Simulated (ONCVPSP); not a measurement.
tellurium (Te): one change to an ONCV potential, before and after

ONCVPSP 4.0.1 input, shortened (lines: element, Z, core and valence counts, functional; n l f; lmax; l rc ep ncon nbas qcut; lloc lpopt rc5 dvloc0; l nproj debl; icmod fcfact rcfact), LDA (Perdew-Zunger), scalar-relativistic:

```
  Te 52.00    9    2        3      upf
    1    0    2.00
    2    0    2.00
    2    1    6.00
    3    0    2.00
    3    1    6.00
    3    2   10.00
    4    0    2.00
    4    1    6.00
    4    2   10.00
    5    0    2.00
    5    1    4.00
    2
    0    1.85    0.00    4    8    3.30
    1    2.35    0.00    4    8    3.30
    2    2.40    0.02    3    6    3.90
    4    5    1.55    3.00
    0    2    0.70
    1    2    0.50
    2    2    0.60
    3    1.50    1.45
```

All-electron outer shells of the reference configuration (LDA (Perdew-Zunger), scalar-relativistic, ld1.x):

```json
{"shell": "4p", "level (eV)": "-114.19", "outermost node (bohr)": "0.38", "outermost maximum (bohr)": "0.74"}
{"shell": "4d", "level (eV)": "-41.70", "outermost node (bohr)": "0.36", "outermost maximum (bohr)": "0.81"}
{"shell": "5s", "level (eV)": "-15.36", "outermost node (bohr)": "0.91", "outermost maximum (bohr)": "1.77"}
{"shell": "5p", "level (eV)": "-6.12", "outermost node (bohr)": "1.00", "outermost maximum (bohr)": "2.17"}
```

Change: s: qcut 2.2.

Cutoffs: the cutoffs (Ha) at which the residual kinetic energy of the hardest occupied pseudo-wave falls to 1 and 0.1 mHa per electron; they do not see the model core or the augmentation charge, which bear on the density cutoff. Errors are all-electron minus pseudo energies relative to the spin-unpolarised reference configuration.

What does the change do?

The potential gets harder (23 Ha and 47 Ha → 46 Ha and 53 Ha); the errors of the 4 common tests hardly move; neither file shows a bound ghost.

| quantity | base | changed |
| --- | --- | --- |
| cutoff, loose | 23 Ha | 46 Ha |
| cutoff, tight | 47 Ha | 53 Ha |
| loose cutoff by channel | s 23 Ha, p 5.8 Ha | s 46 Ha, p 5.8 Ha |
| bound ghosts | none | none |
| GHOST(+) flags under 300 eV | s at 59.3 eV | s at 83.6 eV |
| error for 5s2 5p3, meV [ΔE 9.92 eV] | -5.5 | -5.3 |
| error for 5s2 5p2, meV [ΔE 28.09 eV] | -26 | -25 |
| error for 5s2 5p1, meV [ΔE 55.32 eV] | -78 | -72 |
| error for 5s2 5p3.5, meV [ΔE 3.98 eV] | -1.6 | -1.5 |
| s: phases at 1.87 bohr within 0.05 rad from the reference energy up to (Ha; the scan ends near 5) | 2.1 | 2.6 |
| p: phases at 2.38 bohr within 0.05 rad from the reference energy up to (Ha; the scan ends near 5) | 2.3 | 2.3 |
| d: phases at 2.44 bohr within 0.05 rad from the reference energy up to (Ha; the scan ends near 5) | 1.8 | 1.8 |
| rms error of d²Exc/dni dnj with the model core, mHa | 3.74 | 3.52 |
